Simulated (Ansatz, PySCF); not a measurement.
Molecule: sum formula SiAsH4, charge -1, multiplicity 1. It need not be the lowest isomer of its formula. Whether it binds its extra electron was not tested at this geometry. 
Geometry from a B3LYP-D3(BJ)/def2-TZVP (Ansatz, a first-principles code) optimisation:
SMILES: [SiH2-][AsH2]
```xyz
6

Si    -1.7161    -0.1643     0.1121
As     0.7750     0.0743    -0.0506
H     -1.9046     1.0740    -0.7873
H     -1.7243     0.6839     1.3999
H      0.9514    -0.7636    -1.3285
H      1.1282    -1.1461     0.8165
```
Charge -1, spin multiplicity 1.

Total electronic energies in hartree. Cores are frozen in the correlated levels unless marked. Spin-orbit coupling is left out. Frozen are the shells of the preceding noble gas and the d and f shells that filled before the atom's block. Non-relativistic. Basis-set limits of correlation are two-point, X^-3; Hartree-Fock from the larger set. The bracket is a focal-point correction in the basis named.

| level | program | energy (Eh) |
|---|---|---|
| HF/def2-SVPD | Ansatz | -2525.07330 |
| BLYP-D4/def2-TZVPD | Ansatz + dftd4 | -2527.83902 |
| BP86-D3(BJ)/def2-TZVPD | PySCF + dftd3 | -2528.10937 |
| TPSS/def2-TZVPD | PySCF | -2527.77357 |
| PBE0-D4/def2-TZVP | Ansatz + dftd4 | ___ |
| PW6B95-D4/def2-TZVPD | PySCF + dftd4 | -2529.09998 |
| HSE06-D4/def2-TZVPD | Ansatz + dftd4 | ___ |
| CAM-B3LYP-D3(BJ)/def2-TZVPD | Ansatz + dftd3 | ___ |
| RI-MP2/CBS(def2-TZVPPD,def2-QZVPPD)+[CCSD(T)-MP2]/def2-TZVPPD | Ansatz | -2525.8892 |

**Question.** What belongs in the gaps?

**Answer.** 
- PBE0-D4/def2-TZVP, energy (Eh): -2527.39322
- HSE06-D4/def2-TZVPD, energy (Eh): -2527.39091
- CAM-B3LYP-D3(BJ)/def2-TZVPD, energy (Eh): -2527.91682
